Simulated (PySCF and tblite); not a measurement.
Conformers and averaged properties: C7H11N, numbered as in [C-:1]#[N+:2][CH:3]1[CH2:4][CH2:5][CH2:6][CH2:7][CH2:8]1

The ensemble was built from 60 distance-geometry starts (ETKDG and KDG, MMFF94s, GFN2-xTB) and rests on GFN2-xTB geometries. Weights use PBE0-D3(BJ)/pcSseg-1 (IEF-PCM, chloroform) energies plus GFN2-xTB zero-point and thermal terms (modes under about 100 cm⁻¹ blended into free rotors). Symmetry numbers and mirror images are counted. Conformers within 3 kcal/mol (GFN2-xTB free energy) were kept, 10 at most. GIAO shieldings: PBE0/pcSseg-1 (IEF-PCM, chloroform). Shifts are against TMS (¹H), TMS (¹³C), NH3 (¹⁵N) at the same level; of two unlike H on one atom, a is the less shielded. (PySCF 2.14, tblite 0.8.)

The 6-ring runs over atoms 3–4–5–6–7–8.

| conformer | shape | symmetry | E(GFN2) kcal/mol | E(DFT) kcal/mol | G(298.15 K) kcal/mol | weight % | dipole D |
| --- | --- | --- | --- | --- | --- | --- | --- |
| 1 | 6-ring chair (N2 axial) | Cs | 0.32 | 0.00 | 0.00 | 55.7 | 4.58 |
| 2 | 6-ring chair (all substituents equatorial) | Cs | 0.00 | 0.24 | 0.14 | 44.3 | 4.97 |

Weights (%) against temperature:

```tsv
T (K)	1	2	S(mix) cal/mol/K
150	64.5	35.5	1.29
200	60.3	39.7	1.33
250	57.6	42.4	1.35
298.15	55.7	44.3	1.36
400	53.1	46.9	1.37
```

Averaged shifts at 298.15 K. ¹H: 3.76 (H3, 1H), 1.91 (H4a/H8a, 2H), 1.88 (H5a/H7a, 2H), 1.83 (H4b/H8b, 2H), 1.54 (H6a, 1H), 1.49 (H5b/H7b, 2H), 1.43 (H6b, 1H) ppm. ¹³C: 174.1 (C1), 49.7 (C3), 37.6 (C4/C8), 29.8 (C6), 26.6 (C5/C7) ppm. ¹⁵N: 214.1 (N2) ppm.

Coordinates of conformer 1 (Å):

```xyz
19

C     2.500    0.182   -1.756
N     1.956    0.093   -0.733
C     1.277   -0.013    0.491
C     0.438   -1.297    0.515
C    -0.697   -1.229   -0.503
C    -1.578   -0.011   -0.242
C    -0.744    1.265   -0.313
C     0.390    1.221    0.707
H     2.041   -0.058    1.280
H     1.081   -2.155    0.304
H     0.028   -1.419    1.520
H    -0.276   -1.164   -1.508
H    -1.292   -2.143   -0.447
H    -2.381    0.030   -0.980
H    -2.034   -0.095    0.747
H    -1.373    2.137   -0.121
H    -0.324    1.369   -1.316
H     0.999    2.124    0.630
H    -0.022    1.173    1.717
```

Unscaled ¹⁵N shifts at such levels can be off by tens of ppm; differences between conformers or isomers are more reliable. Shifts are unscaled: against experiment ¹³C can be off by 15 ppm or more and ¹H by 0.8 ppm.

Search and properties took 61 s on 1 thread of Arm Neoverse V1, on a host shared with other jobs (rough), launched as `OMP_NUM_THREADS=1 python ens_run.py task.json out`.


¹⁵N shifts are against a computed isolated NH3 molecule, about 20 ppm from the liquid.